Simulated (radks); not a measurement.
The lithium anion Li-, [He] 2s2, held by a Watson sphere: a shell of charge +1.35 at radius R that stands for the Madelung well of a crystal (potential energy -1.35/R inside, -1.35/r outside, in hartree with lengths in bohr). Method: scalar-relativistic Kohn-Sham, LB94 model potential, spin-polarised, spherical densities, point nucleus; computed with a radial shooting solver on a logarithmic mesh with Libxc functionals. Response by self-consistent Sternheimer equations with the Hartree and adiabatic LDA kernel, the relativistic mass of each level held fixed and spin-orbit coupling left out. The sphere does not respond.

| R (bohr) | e(1s) (eV) | e(2s) (eV) | <r> 2s (bohr) | sum of <r^2> (bohr^2) | X-ray form factor at sin(theta)/lambda = 0.2 1/angstrom | alpha (bohr^3) |
|---|---|---|---|---|---|---|
| 1.84 | -68.730 | -10.338 | 2.929 | 21.05 | 1.823 | 61.94 |
| 2.58 | -65.500 | -9.335 | 3.250 | 25.52 | 1.753 | 83.54 |
| 2.71 | -65.193 | -9.158 | 3.308 | 26.39 | 1.746 | 88.41 |
| 2.72 | -65.171 | -9.144 | 3.313 | 26.46 | 1.746 | 88.80 |
| 2.92 | -64.782 | -8.878 | 3.402 | 27.84 | 1.737 | 96.89 |
| 3.07 | -64.538 | -8.684 | 3.467 | 28.89 | 1.733 | 103.4 |
| 3.34 | -64.177 | -8.349 | 3.583 | 30.80 | 1.729 | 115.9 |
| 3.86 | -63.659 | -7.757 | 3.794 | 34.50 | 1.729 | 142.8 |
